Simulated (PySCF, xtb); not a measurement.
CuI, SMILES [Cu][I] (connectivity only; charge and spin as stated), charge -1, multiplicity 2.

Harmonic wavenumbers (cm⁻¹) from xtb with GFN2-xTB at its own minimum, in rising order: 201.

Question: What does PBE-D3(BJ)/def2-TZVPD (PySCF) give at its own minimum? (The exact figures need the calculation; the answer reports its results.)

Answer: 171. Paired by order, the mean absolute difference is 30 cm⁻¹ and the zero-point energies are 0.3 and 0.2 kcal/mol.
